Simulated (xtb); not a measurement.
H₂O₂Zn, charge +1, doublet, geometry from GFN2-xTB (such geometries of metal compounds can be far from the true shape) (a state made from the parent by changing its charge; the spin is typed, not shown lowest); GFN2-xTB with ALPB(thf) run with xtb.

xtb was given this input:
```
$ xtb mol.xyz --gfn 2 --chrg 1 --uhf 1 --alpb thf --json

# file mol.xyz
5

Zn    -0.00002765     0.18410192     0.03416767
O      1.25356735    -0.16406762    -1.10029929
H      1.91681448     0.38180558    -1.56511562
O     -1.25346034    -0.54831822     0.96808683
H     -1.91684092    -0.20577643     1.59778506
```

It wrote (shortened):

```
   ID    Z sym.   atoms
    1   30 Zn     1
    2    8 O      2, 4
    3    1 H      3, 5

           -------------------------------------------------
          |                Calculation Setup                |
           -------------------------------------------------

           -------------------------------------------------
          |                 G F N 2 - x T B                 |
           -------------------------------------------------

      * Solvation model:               ALPB
        Solvent                        thf
        Parameter file                 internal GFN2-xTB/ALPB
        Dielectric constant                7.6000E+00
        Reference state                gsolv [1 M gas/solution]
        Free energy shift                  5.3248E-03 Eh       3.3414E+00 kcal/mol
        Temperature                        2.9815E+02 K
        Density                            8.8300E-01 kg/L
        Solvent mass                       7.2106E+01 g/mol
        Interaction kernel             P16
        Born radius scaling (c1)           1.7311E+00
        Born radii integrator          GBOBC
        Born offset                        0.0000E+00 a0       0.0000E+00 AA
        H-bond correction              true
        Ion screening                  false
        Surface tension                    1.0000E-05 Eh       1.5569E+01 dyn/cm
        Grid points                               230 per atom

          ...................................................
          :                      SETUP                      :
          :.................................................:
          :  # basis functions                  14          :
          :  # atomic orbitals                  14          :
          :  # shells                            8          :
          :  # electrons                        15          :
          :  max. iterations                   250          :
          :  Hamiltonian                  GFN2-xTB          :
          :  restarted?                      false          :
          :  GBSA solvation                   true          :
          :  PC potential                    false          :
          :  electronic temp.          300.0000000     K    :
          :  accuracy                    1.0000000          :
          :  -> integral cutoff          0.2500000E+02      :
          :  -> integral neglect         0.1000000E-07      :
          :  -> SCF convergence          0.1000000E-05 Eh   :
          :  -> wf. convergence          0.1000000E-03 e    :
          :  Broyden damping             0.4000000          :
          :  net charge                          1          :
          :  unpaired electrons                  1          :
          ...................................................

 iter      E             dE          RMSdq      gap      omega  full diag
   1     -9.0149562 -0.901496E+01  0.103E+01    2.88       0.0  T
   2     -9.0986350 -0.836788E-01  0.616E+00    6.25       1.0  T
   3     -9.1926582 -0.940232E-01  0.389E+00    3.60       1.0  T
   4     -9.2271934 -0.345353E-01  0.641E-01    4.29       1.0  T
   5     -9.2272019 -0.850255E-05  0.222E-01    4.34       1.0  T
   6     -9.2213782  0.582373E-02  0.103E+00    4.34       1.0  T
   7     -9.2272935 -0.591524E-02  0.612E-02    4.35       1.0  T
   8     -9.2272989 -0.547682E-05  0.143E-02    4.34       3.1  T
   9     -9.2272991 -0.203056E-06  0.385E-03    4.34      11.6  T
  10     -9.2272991 -0.816358E-08  0.312E-03    4.34      14.4  T
  11     -9.2272992 -0.118647E-07  0.204E-04    4.34     219.2  T
  12     -9.2272992 -0.189409E-09  0.631E-05    4.34     709.1  T

   *** convergence criteria satisfied after 12 iterations ***

         :::::::::::::::::::::::::::::::::::::::::::::::::::::
         ::                     SUMMARY                     ::
         :::::::::::::::::::::::::::::::::::::::::::::::::::::
         :: total energy              -9.191817330357 Eh    ::
[...]
         ::    -> Gshift               0.005324815444 Eh    ::
         :: repulsion energy           0.035482199847 Eh    ::
         :: add. restraining           0.000000000000 Eh    ::
         :: total charge               1.000000000000 e     ::
         :::::::::::::::::::::::::::::::::::::::::::::::::::::

           -------------------------------------------------
          |                Property Printout                |
           -------------------------------------------------

    * Orbital Energies and Occupations

         #    Occupation            Energy/Eh            Energy/eV
      -------------------------------------------------------------
         1        2.0000           -0.8057296             -21.9250
         2        2.0000           -0.7968067             -21.6822
         3        2.0000           -0.7088523             -19.2889
         4        2.0000           -0.6585670             -17.9205
         5        2.0000           -0.6251384             -17.0109
         6        2.0000           -0.6008609             -16.3503
         7        1.9510           -0.5910957             -16.0845
         8        1.0490           -0.5854591             -15.9312 (HOMO)
         9                         -0.4258835             -11.5889 (LUMO)
        10                         -0.1609590              -4.3799
        11                         -0.1136178              -3.0917
        12                          0.0095569               0.2601
        13                          0.1382875               3.7630
        14                          0.4761649              12.9571
      -------------------------------------------------------------
                  HL-Gap            0.1595756 Eh            4.3423 eV
             Fermi-level           -0.5469743 Eh          -14.8839 eV

     #   Z          covCN         q      C6AA      α(0)
     1  30 Zn       1.475     0.427   119.896    21.389
     2   8 O        1.541    -0.248    18.195     5.754
     3   1 H        0.804     0.534     0.300     0.861
     4   8 O        1.541    -0.248    18.195     5.754
     5   1 H        0.804     0.534     0.300     0.861

 Mol. C6AA /au·bohr⁶  :        411.790716
 Mol. C8AA /au·bohr⁸  :      18824.049830
 Mol. α(0) /au        :         34.619327

Wiberg/Mayer (AO) data.
largest (>0.10) Wiberg bond orders for each atom

 ---------------------------------------------------------------------------
     #   Z sym  total        # sym  WBO       # sym  WBO       # sym  WBO
 ---------------------------------------------------------------------------
     1  30 Zn   1.985 --     4 O    0.984     2 O    0.984
     2   8 O    2.258 --     1 Zn   0.984     3 H    0.700     4 O    0.567
     3   1 H    0.714 --     2 O    0.700
     4   8 O    2.258 --     1 Zn   0.984     5 H    0.700     2 O    0.567
     5   1 H    0.714 --     4 O    0.700
 ---------------------------------------------------------------------------

Topologies differ in total number of bonds
Writing topology from bond orders to xtbtopo.mol

molecular dipole:
                 x           y           z       tot (Debye)
 q only:       -0.000       0.660       0.123
   full:       -0.000       1.155       0.214       2.985
molecular quadrupole (traceless):
                xx          xy          yy          xz          yz          zz
 q only:        7.359       2.585      -9.326     -13.915      -2.173       1.966
  q+dip:        7.154       2.492      -9.103     -13.414      -2.126       1.949
   full:        6.670       2.206      -8.699     -11.873      -2.064       2.029

           -------------------------------------------------
          | TOTAL ENERGY               -9.191817330357 Eh   |
          | GRADIENT NORM               0.014013896141 Eh/α |
          | HOMO-LUMO GAP               4.342272788028 eV   |
           -------------------------------------------------

normal termination of xtb
```
